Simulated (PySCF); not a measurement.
# Partial charges of `CO[Si](C)(C)CCCS`

Species: C6H16OSSi.
Cartesian coordinates in Å at the GFN2-xTB level; atoms count from 1:
```xyz
25
C6H16OSSi angstrom
C     -1.5357    2.0938    0.9137
O     -0.6216    1.2729    0.2431
Si    -0.8502   -0.2448   -0.3304
C     -1.1705   -1.4783    1.0931
C     -2.3157   -0.3081   -1.5496
C      0.7762   -0.6443   -1.2409
C      2.0287   -0.7335   -0.3692
C      2.4499    0.6317    0.1439
S      3.9785    0.5554    1.1411
H     -2.4189    2.2742    0.2980
H     -1.0413    3.0433    1.1210
H     -1.8498    1.6371    1.8549
H     -2.1564   -1.3372    1.5282
H     -1.1129   -2.5078    0.7550
H     -0.4441   -1.3553    1.8923
H     -2.4144   -1.2823   -2.0159
H     -3.2550   -0.0931   -1.0477
H     -2.1952    0.4238   -2.3433
H      0.6425   -1.6075   -1.7341
H      0.9534    0.0838   -2.0328
H      1.8422   -1.4014    0.4753
H      2.8525   -1.1590   -0.9498
H      2.6924    1.2977   -0.6838
H      1.6694    1.0891    0.7475
H      3.4849   -0.2263    2.0996
```

Density: PBE0/pcSseg-1 (PySCF); schemes: Mulliken, IAO, Hirshfeld and ESP-fitted. Geometry: GFN2-xTB, one conformer, isolated molecule.

Q: Atoms with like bonding are taken together and averaged. Do the Mulliken, IAO, Hirshfeld and ESP-fitted schemes agree on where the charge is highest?

A: All schemes agree: Mulliken Si3 (+1.120); IAO Si3 (+1.259); Hirshfeld Si3 (+0.456); ESP-fitted Si3 (+1.050).

Q: For which atoms does the sign change between the 4 schemes (beyond +0.03 e in one, beyond −0.03 e in another)?

A: C7. Atomic charges aren't observables, and each scheme defines them in its own way.

Q: Do the Mulliken, IAO, Hirshfeld and ESP-fitted schemes agree on where the charge is lowest?

A: The schemes don't all agree: Mulliken O2 (-0.660); IAO C4/C5 (-0.745); Hirshfeld C4/C5 (-0.222); ESP-fitted C4/C5 (-0.698).

Q: What partial charge does each atom carry?

A: In e; atoms taken as equivalent share a row and are averaged (×n: the atom named and its like, n in all):

| atom | environment | Mulliken | IAO | Hirshfeld | ESP-fitted |
| --- | --- | --- | --- | --- | --- |
| C1 | methoxy carbon | -0.008 | -0.196 | -0.033 | -0.079 |
| O2 | silyl ether oxygen | -0.660 | -0.636 | -0.215 | -0.512 |
| Si3 | oxygen-bound silicon | +1.120 | +1.259 | +0.456 | +1.050 |
| C4/C5 | Si-methyl carbon | -0.646 | -0.745 | -0.222 | -0.698 |
| C6 | sp3 carbon bound to silicon | -0.538 | -0.554 | -0.163 | -0.392 |
| C7 | chain CH2 carbon | -0.226 | -0.241 | -0.074 | +0.157 |
| C8 | sp3 carbon bound to sulfur | -0.350 | -0.327 | -0.072 | -0.172 |
| S9 | thiol sulfur | -0.140 | -0.091 | -0.080 | -0.382 |
| H10/H11/H12 | methyl hydrogen | +0.105 | +0.136 | +0.044 | +0.083 |
| H13 (×6) | methyl hydrogen | +0.135 | +0.154 | +0.040 | +0.152 |
| H19/H20 | methylene hydrogen | +0.137 | +0.144 | +0.037 | +0.065 |
| H21/H22 | methylene hydrogen | +0.121 | +0.131 | +0.031 | -0.019 |
| H23/H24 | methylene hydrogen | +0.166 | +0.157 | +0.037 | +0.132 |
| H25 | S–H hydrogen | +0.123 | +0.080 | +0.044 | +0.211 |

Mean size of the charges over all atoms: IAO 0.283 e, Mulliken 0.257 e, ESP-fitted 0.238 e, Hirshfeld 0.086 e. Each set sums to the total charge, 0, to within 0.001 e. The ESP scheme fits charges at the nuclei, held to the total charge, to the electrostatic potential on points at 1.4 to 2.0 times the van der Waals radii. The Hirshfeld scheme divides the density at each point in proportion to the densities of the neutral, spherically averaged free atoms.

Some averages cover members that differ in this geometry: C4/C5, ESP-fitted -0.818 to -0.579; H23/H24, ESP-fitted +0.081 to +0.183; H13 (×6), ESP-fitted +0.107 to +0.190; H21/H22, ESP-fitted -0.035 to -0.002 e.

Q: How closely do the schemes follow one another over all atoms?

A: Correlation coefficient and root-mean-square difference: Mulliken with IAO 0.99, 0.059 e; IAO with Hirshfeld 0.99, 0.270 e; Mulliken with Hirshfeld 0.99, 0.236 e; Hirshfeld with ESP-fitted 0.95, 0.226 e; IAO with ESP-fitted 0.94, 0.141 e; Mulliken with ESP-fitted 0.94, 0.127 e.

Q: Sum the charges by element, for elements with more than one atom.

A: 
```csv
element,atoms,Mulliken,IAO,Hirshfeld,ESP-fitted
C,6,-2.414,-2.807,-0.785,-1.882
H,16,+2.095,+2.276,+0.625,+1.726
```

Q: How many electrons does the IAO scheme count on Si3?

A: Z − q = 14 − (+1.259) = 12.741.
